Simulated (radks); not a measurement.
Values are calculated unless marked as measured or tabulated.
Q: Radial electron density D(r) = 4 pi r^2 rho(r) of an atom or ion with 32 electrons. Code: a radial shooting solver on a logarithmic mesh with Libxc functionals. Model: scalar-relativistic Kohn-Sham, PBE, spin-unpolarised, spherical densities, point nucleus.

| r (bohr) | D(r) (e/bohr) |
|---|---|
| 0.00108 | 2.236 |
| 0.001237 | 2.826 |
| 0.001406 | 3.515 |
| 0.001598 | 4.360 |
| 0.001831 | 5.466 |
| 0.002081 | 6.739 |
| 0.002365 | 8.279 |
| 0.002709 | 10.26 |
| 0.003079 | 12.48 |
| 0.0035 | 15.12 |
| 0.003977 | 18.19 |
| 0.004557 | 21.98 |
| 0.005179 | 26.05 |
| 0.005886 | 30.60 |
| 0.006744 | 35.91 |
| 0.007665 | 41.25 |
| 0.008711 | 46.77 |
| 0.009981 | 52.59 |
| 0.01134 | 57.75 |
| 0.01289 | 62.27 |
| 0.01477 | 66.00 |
| 0.01679 | 68.19 |
| 0.01908 | 68.90 |
| 0.02186 | 68.04 |
| 0.02484 | 65.99 |
| 0.02824 | 63.32 |
| 0.03235 | 60.73 |
| 0.03677 | 59.58 |
| 0.04179 | 60.56 |
| 0.04788 | 64.45 |
| 0.05441 | 70.52 |
| 0.06185 | 77.77 |
| 0.07029 | 84.33 |
| 0.08053 | 88.21 |
| 0.09153 | 87.35 |
| 0.104 | 81.95 |
| 0.1192 | 73.11 |
| 0.1355 | 65.08 |
| 0.154 | 60.56 |
| 0.1764 | 61.36 |
| 0.2005 | 66.10 |
| 0.2278 | 70.93 |
| 0.261 | 71.34 |
| 0.2967 | 64.74 |
| 0.3372 | 52.33 |
| 0.3863 | 36.96 |
| 0.4391 | 24.78 |
| 0.499 | 16.99 |
| 0.5717 | 12.80 |
| 0.6498 | 10.50 |
| 0.7385 | 8.096 |
| 0.8461 | 5.152 |
| 0.9616 | 2.710 |
| 1.093 | 1.121 |
| 1.242 | 0.3544 |
| 1.423 | 0.07491 |
| 1.617 | 0.01226 |
| 1.838 | 0.001378 |

What is the nuclear charge?

A: Z = 53. The innermost maximum, from 1s, lies near gamma/Z bohr with gamma = sqrt(1 - (Z/c)^2) = 0.922, here 0.0174 bohr (found: 0.0189), and its height grows with Z. The density is that of the iodine ion I21+ in [Ar] 3d10 4s2 4p2; the configuration itself is not fixed sharply by these data, and Z only to a few units. D(r) has 3 maxima, at r = 0.0189, 0.0838, 0.247 bohr, and minima at 0.0374, 0.162 bohr, inside which lie 2.00, 11.14 electrons.
